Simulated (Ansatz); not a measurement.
The multiplicity is imposed and other spin states were not computed.

Species: [Au(H2O)(OH)] (charge 0, multiplicity 1).

Task: Give a relaxed geometry from Ansatz (an electronic-structure program) with PBE-D3(BJ)/def2-SVP.

Result: This is not unique; one that fits is the end point of this relaxation, one of several conformers.
Cartesian coordinates (Å) in one orientation:
```xyz
6

Au    -0.042     0.027    -0.114
O      0.387     1.982     0.723
H      0.823     1.868     1.591
H     -0.456     2.439     0.917
O     -0.479    -1.752    -0.788
H     -0.038    -1.803    -1.661
```
